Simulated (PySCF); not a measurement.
# Computed properties of C4H6ClF, SMILES CC/C(Cl)=C\F

C4H6ClF, SMILES C(/CC)(=C/F)Cl. The structure is a stationary point at r2SCAN-D4/def2-SVP. The structure was generated by enumeration; whether it is a known compound was not checked. Other conformers were not sampled. All values are computed for the isolated molecule unless a solvent is named; none is compared with measurement here.

**Structure.** All 30 harmonic modes at r2SCAN-D4/def2-SVP (PySCF) are real, so it is a minimum. With heavy atoms numbered as in [CH3:1][CH2:2]/[C:3]([Cl:4])=[CH:5]\[F:6], the shortest bond between them is C3–C5 at 1.340 Å and the longest C3–Cl4 at 1.748 Å.

**Vibrations.** The strongest infrared lines (harmonic, unscaled, degenerate partners summed) lie at 1176 cm⁻¹ (86 km/mol, C 50 %, F 27 %, H 23 %), 1123 cm⁻¹ (69 km/mol, C 54 %, H 41 %), 939 cm⁻¹ (43 km/mol, C 49 %, H 46 %). The softest mode is at 74 cm⁻¹ and the zero-point energy is 57.6 kcal/mol.

**Electronic structure.** B3LYP/def2-TZVP (PySCF) places the frontier levels at -6.89 and -0.27 eV, a gap of 6.62 eV, and gives a dipole moment of 0.57 D and a mean polarisability of 61.9 bohr³. PBE/def2-TZVP (PySCF) at the same geometry gives -5.87 and -0.99 eV, so its gap is 1.74 eV narrower. An orbital gap is neither the optical nor the fundamental gap.

**Excitations.** TDA-ωB97X/def2-SVPD (PySCF) has S1 at 6.39 eV (194 nm, f = 0.001, dark); the most intense of the 10 singlets computed lies at 7.22 eV (f = 0.40). T1 (TDA) is at 4.12 eV, 2.27 eV under S1. TDA-PBE/def2-SVPD (PySCF) puts S1 at 5.57 eV. No vertical singlet excitation falls in the visible range (under 3.1 eV).

**NMR.** GIAO shifts at KT2/pcSseg-1 (PySCF) (non-relativistic, atoms alike by connectivity averaged): ¹³C from 16.7 to 148.5 ppm against TMS; ¹H from 1.4 to 7.3 ppm against TMS; ¹⁹F at -153.3 ppm against CFCl3. Without spin–orbit terms, shifts of atoms bonded to Cl or Br come out too high.

**Solvation.** SMD-M06-2X/def2-SVP (PySCF) gives 1.0 kcal/mol in water, -3.2 kcal/mol in methanol, -2.8 kcal/mol in cyclohexanone (1 M in both phases, gas-phase geometry).
